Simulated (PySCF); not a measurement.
An EPR property job and its printed output. Input:

```
{"job": {"kind": "epr", "basis": "pcH-1"}, "charge": 0, "multiplicity": 2}
O      1.029722    -2.276144     0.104698
C      1.222309    -1.073552     0.052690
C      0.150997    -0.115505     0.009022
C     -1.218094    -0.694663     0.044689
F     -2.224223     0.206710    -0.082736
C      0.342465     1.338037    -0.072023
Cl     2.034084     1.848252    -0.034500
Cl    -0.502550     2.149075     1.294759
Cl    -0.374917     1.942171    -1.614377
H      2.238569    -0.658550     0.038027
H     -1.326867    -1.436255    -0.761828
H     -1.370298    -1.230262     0.995552
```

Method: UKS B3LYP, pcH-1 on C Cl F H O, non-relativistic, mean-field spin-orbit, GIAO (PySCF 2.14.0). One conformer (not necessarily the lowest) at the GFN2-xTB geometry, without solvent, vibrations or thermal averaging. A GFN2-xTB geometry isn't a minimum of the functional, and hyperfine couplings can be far from their values at a DFT geometry.

Output of the driver script. Atoms in this output count from 0.

```
UKS, coarse grid
  cycle   1  E = -1709.57172736  |g| = 8.08e-01
  cycle   2  E = -1706.73774853  |g| = 2.45e+00
  cycle   3  E = -1709.76457454  |g| = 3.63e-01
  cycle   4  E = -1709.81366106  |g| = 2.21e-01
  cycle   5  E = -1709.82868191  |g| = 5.56e-02
  cycle   6  E = -1709.83002827  |g| = 2.88e-02
  cycle   7  E = -1709.83042395  |g| = 9.69e-03
  cycle   8  E = -1709.83049539  |g| = 5.41e-03
  cycle   9  E = -1709.83052168  |g| = 2.04e-03
  cycle  10  E = -1709.83052555  |g| = 9.79e-04
UKS, final grid
  cycle   1  E = -1709.83052029  |g| = 1.06e-03
  cycle   2  E = -1709.83052009  |g| = 1.60e-03
  cycle   3  E = -1709.83052099  |g| = 3.10e-04
  cycle   4  E = -1709.83052106  |g| = 2.42e-04
  cycle   5  E = -1709.83052112  |g| = 1.11e-04
  cycle   6  E = -1709.83052113  |g| = 1.73e-05
  cycle   7  E = -1709.83052113  |g| = 2.76e-06
E = -1709.83052113 Eh   <S^2> = 0.7618 (exact 0.7500)
g shifts (ppm)      1          2          3
  rmc          -216       -216       -216
  gc             21        -18         26
  oz_so        -775       2748       5788
  total        -970       2514       5599
hyperfine (MHz)  atom isotope    a_iso     a_fc   dipolar eigenvalues
    0   17O     -18.63     -17.93    -86.12     42.80     43.32
    1   13C     -35.06     -35.15    -11.79      2.86      8.94
    2   13C      66.71      67.01    -61.62    -61.48    123.10
    3   13C     -28.31     -28.31     -2.51      0.64      1.88
    4   19F      -0.99      -1.08    -14.23     -2.16     16.40
    5   13C     -31.25     -31.25     -1.47     -1.12      2.59
    6  35Cl      -0.12      -0.15     -1.26     -0.66      1.92
    7  35Cl       9.62       9.38    -12.27    -11.09     23.36
    8  35Cl      12.16      11.86    -14.58    -13.07     27.65
    9    1H      -1.12      -1.15     -4.77     -2.63      7.40
   10    1H      90.11      90.12     -4.56     -2.06      6.62
   11    1H      99.01      99.02     -4.47     -2.14      6.61
```

|g| in the SCF lines is the orbital gradient. In the g block, columns 1 to 3 are the principal axes in rising order; rmc is the relativistic mass correction, gc the gauge correction and oz_so the orbital-Zeeman/spin–orbit term. a_fc is the Fermi-contact part of a_iso, the rest being spin–orbit.

What does the output say about convergence, stability and spin contamination?

The SCF converged after 17 cycles in all, 10 of them on the coarse grid; no stability test was run. The unrestricted determinant has ⟨S²⟩ = 0.7618 (exact 0.7500), so spin contamination is small.

What are the principal g values and g_iso?

Adding the total shifts to 2.002319 gives 2.00135, 2.00483, 2.00792; their mean shift is 2381 ppm, so g_iso = 2.00470.

Which couplings shape the isotropic spectrum at natural abundance (0.05 mT or more)? Keep the log's numbering.

atoms 10, 11 (1H, I = 1/2): mean 94.6 MHz = 3.37 mT in magnitude, a 1:2:1 triplet; atoms 6, 7, 8 (35Cl, I = 3/2): mean 7.2 MHz = 0.26 mT in magnitude, a 1:3:6:10:12:12:10:6:3:1 decet. Together 30 lines to first order. Means are taken over nuclei equivalent by connectivity, which assumes that they swap fast. The three 35Cl nuclei of mean +7.2 MHz run from -0.1 to 12.2 MHz in the frozen geometry. Main isotope only: 35Cl (natural samples also hold 24 % 37Cl, magnetic too, which adds its own pattern).

How large is the spin–orbit part of a_iso for atom 0 (17O)?

a_iso − a_fc = -18.63 − (-17.93) = -0.70 MHz.

The species is `O=C[C](CF)C(Cl)(Cl)Cl` [radical]. The run used 285 basis functions and 12 iterations of the response equations.

Conformer computed: `[O:1]=[CH:2][C:3]([CH2:4][F:5])[C:6]([Cl:7])([Cl:8])[Cl:9]`: O1–C2–C3–C4 1°, C2–C3–C4–F5 -176°, C2–C3–C6–Cl7 -3°.
Labels such as C1 count atoms from 1, the log's own numbers from 0.
